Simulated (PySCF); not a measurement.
[CeH3]+: umbrella curve

Level of theory: PBE0/[Ce def2-TZVP with ECP28, H def2-TZVP], scalar-relativistic core potentials, density fitting, no spin–orbit coupling, PySCF.

Rigid scan from the singlet minimum (Ce–H 1.901 Å (×3); H–Ce–H 109.9° (×3)). Coordinate: angle between each bond and the threefold axis, bonds fixed. Energies in kJ/mol from the minimum.

Task: Predict the curve at 55, 60, 65, 70, 75, 80, 85, 90.

Result: 
```json
{"angle of the bonds to the threefold axis (°)": "55", "E (kJ/mol)": "19.3", "dipole size (D, about the centre of mass)": "4.12"}
{"angle of the bonds to the threefold axis (°)": "60", "E (kJ/mol)": "8.5", "dipole size (D, about the centre of mass)": "3.70"}
{"angle of the bonds to the threefold axis (°)": "65", "E (kJ/mol)": "2.2", "dipole size (D, about the centre of mass)": "3.22"}
{"angle of the bonds to the threefold axis (°)": "70", "E (kJ/mol)": "0.0", "dipole size (D, about the centre of mass)": "2.68"}
{"angle of the bonds to the threefold axis (°)": "75", "E (kJ/mol)": "0.7", "dipole size (D, about the centre of mass)": "2.06"}
{"angle of the bonds to the threefold axis (°)": "80", "E (kJ/mol)": "2.6", "dipole size (D, about the centre of mass)": "1.40"}
{"angle of the bonds to the threefold axis (°)": "85", "E (kJ/mol)": "4.5", "dipole size (D, about the centre of mass)": "0.71"}
{"angle of the bonds to the threefold axis (°)": "90", "E (kJ/mol)": "5.3", "dipole size (D, about the centre of mass)": "0.00"}
```

With the bonds held, the planar shape lies 5.3 kJ/mol from the minimum.

Other isomers or separated fragments may lie lower.
